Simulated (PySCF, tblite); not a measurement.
A set of runs on `[CH2][Si@H]1CC[SiH2]N1` [radical]; the geometry of each is named by its level. Settings lines and outputs come from a driver script.

Compound: C3H10NSi2 (doublet state).
Numbering: `[CH2:1][Si@H:2]1[CH2:3][CH2:4][SiH2:5][NH:6]1` (hydrogens: H7, H8 on C1; H9 on Si2; H10, H11 on C3; H12, H13 on C4; H14, H15 on Si5; H16 on N6)

Step 1: GFN2-xTB geometry optimisation, gas phase (tblite 0.8.0) (from a force-field or distance-geometry start)
```json
{"job": {"kind": "relax", "xc": "GFN2-xTB", "basis": "xTB"}, "charge": 0, "multiplicity": 2}
```
```
step      E/eV     max force
  0    -484.45927    2.369
  1    -484.70482    1.518
  2    -484.89966    1.082
...
107    -485.63171    0.019
108    -485.63174    0.021
109    -485.63178    0.020
110    -485.63180    0.012
111    -485.63181    0.008
```

Energy lowered by 27.0 kcal/mol over 111 steps; largest atomic force 0.008 eV/Å at the end. «max force» is the largest atomic force in eV/Å.

Step 2: GFN2-xTB harmonic vibrations, gas phase (tblite 0.8.0) (on the GFN2-xTB geometry)
```json
{"job": {"kind": "ir", "xc": "GFN2-xTB", "basis": "xTB"}, "charge": 0, "multiplicity": 2}
```
```
(table of modes left out)
```

42 modes from 73 to 3509 cm⁻¹ (unscaled, harmonic); zero-point energy 74.1 kcal/mol; all wavenumbers are real at this level.

Step 3: UKS B3LYP, pcH-1 on C H N Si, non-relativistic, mean-field spin-orbit, GIAO (PySCF 2.14.0) (on the GFN2-xTB geometry)
```json
{"job": {"kind": "epr", "basis": "pcH-1"}, "charge": 0, "multiplicity": 2}
```
```
...
E = -754.12303537 Eh   <S^2> = 0.7533 (exact 0.7500)
g shifts (ppm)      1          2          3
  rmc          -127       -127       -127
  gc              5         26         33
  oz_so          78        536        793
  total         -44        435        698
hyperfine (MHz)  atom isotope    a_iso     a_fc   dipolar eigenvalues
    0   13C      77.12      77.23    -75.09    -74.77    149.87
    1  29Si      48.87      48.95     -2.76      0.58      2.18
    2   13C      39.10      39.11     -5.33     -4.82     10.14
    3   13C       4.37       4.37     -1.09     -0.95      2.05
    4  29Si       1.77       1.77     -0.88      0.19      0.70
    5   14N       1.98       1.98     -0.67     -0.42      1.09
    6    1H     -56.84     -56.85    -36.65     -0.62     37.28
    7    1H     -57.20     -57.21    -36.54     -0.60     37.14
    8    1H      23.02      23.02     -3.26     -2.41      5.67
    9    1H      -2.38      -2.38     -4.52     -0.51      5.03
   10    1H      -1.01      -1.01     -3.09     -1.09      4.18
   11    1H       0.01       0.01     -1.15     -0.60      1.75
   12    1H       8.16       8.16     -1.08     -0.41      1.49
   13    1H       0.19       0.19     -0.55     -0.41      0.97
   14    1H      -0.27      -0.27     -0.72     -0.62      1.34
...
```

⟨S²⟩ 0.753; g_iso 2.0027. rmc, gc and oz_so are the mass-correction, gauge-correction and orbital-Zeeman/spin–orbit parts of the g shift along its three principal axes; a_iso is the isotropic hyperfine coupling and a_fc its Fermi-contact part. The log counts atoms from 0, this text from 1.

Task: Which step took the most CPU time, and about what did each take on an Arm Neoverse V2 with one thread, no GPU, shared host?

Result: Step 3, about 98 % of the total. CPU time by step: 1: 0.65 s, 2: 0.47 s, 3: 68 s.

Geometry of the electronic-property runs (GFN2-xTB):
```
atom  x, y, z in Å
C1     2.674    0.089    0.164
Si2    1.027    0.131   -0.644
C3    -0.139   -1.313   -0.146
C4    -1.572   -0.789   -0.110
Si5   -1.563    0.991    0.561
N6     0.015    1.399   -0.010
H7     3.527   -0.374   -0.298
H8     2.848    0.471    1.154
H9     1.132    0.241   -2.108
H10    0.144   -1.667    0.846
H11   -0.045   -2.162   -0.824
H12   -1.977   -0.784   -1.123
H13   -2.208   -1.453    0.477
H14   -2.586    1.850   -0.043
H15   -1.652    1.041    2.027
H16    0.364    2.338    0.063
```

 (This holds for the electronic-property runs.)

One conformer stands for the species.
